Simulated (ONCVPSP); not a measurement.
# What one change does to a pseudopotential (erbium (Er), ONCV)

ONCVPSP 4.0.1 input, shortened (lines: element, Z, core and valence counts, functional; n l f; lmax; l rc ep ncon nbas qcut; lloc lpopt rc5 dvloc0; l nproj debl; icmod fcfact rcfact), LDA (Perdew-Wang 92), fully relativistic:

```
  Er 68.00   10    5  -001012      upf
    1    0    2.00
    2    0    2.00
    2    1    6.00
    3    0    2.00
    3    1    6.00
    3    2   10.00
    4    0    2.00
    4    1    6.00
    4    2   10.00
    4    3   11.00
    5    0    2.00
    5    1    6.00
    5    2    1.00
    6    0    1.50
    6    1    0.50
    2
    0    1.85    0.00    5    8    4.90
    1    2.00    0.00    4    7    6.70
    2    3.30    0.00    4    9    5.10
    4    5    1.40    0.00
    0    2    1.30
    1    3    2.80
    2    2    3.00
    0    0.00    0.00
```

Open shells are filled in proportion to 2j + 1.

Change: d: debl 0.15.

Cutoffs: the cutoffs (Ha) at which the residual kinetic energy of the hardest occupied pseudo-wave falls to 1 and 0.1 mHa per electron; they do not see the model core or the augmentation charge, which bear on the density cutoff. Errors are all-electron minus pseudo energies relative to the spin-unpolarised reference configuration.

Predict the effect on cutoff, ghosts and configuration errors.

The potential gets neither clearly harder nor softer (37 Ha and 48 Ha → 37 Ha and 48 Ha); the errors of the 4 common tests hardly move; the range in which the d5/2 phases agree widens (upper end 0.6 → 2.8); the range in which the d3/2 phases agree widens (upper end 0.6 → 2.7); neither file shows a bound ghost.

```csv
quantity,base,changed
"cutoff, loose",37 Ha,37 Ha
"cutoff, tight",48 Ha,48 Ha
bound ghosts,none,none
GHOST(+) flags under 300 eV,s at 138.0 eV,s at 138.0 eV
"error for 5s2 5p6 5d1 6s2 6p0, meV [ΔE -1.60 eV]",0.0,+0.1
"error for 5s2 5p6 5d1 6s1 6p0, meV [ΔE 5.66 eV]",+1.7,+1.7
"error for 5s2 5p6 5d1 6s0 6p0, meV [ΔE 18.70 eV]",+12,+13
"error for 5s2 5p6 5d1 6s1 6p1, meV [ΔE 1.65 eV]",+0.3,+0.3
s: phases at 1.87 bohr within 0.05 rad from the reference energy up to (Ha; the scan ends near 5),4.8,4.8
p3/2: phases at 2.03 bohr within 0.05 rad from the reference energy up to (Ha; the scan ends near 5),to the end of the scan,to the end of the scan
p1/2: phases at 2.03 bohr within 0.05 rad from the reference energy up to (Ha; the scan ends near 5),to the end of the scan,to the end of the scan
d5/2: phases at 3.35 bohr within 0.05 rad from the reference energy up to (Ha; the scan ends near 5),0.6,2.8
d3/2: phases at 3.35 bohr within 0.05 rad from the reference energy up to (Ha; the scan ends near 5),0.6,2.7
```
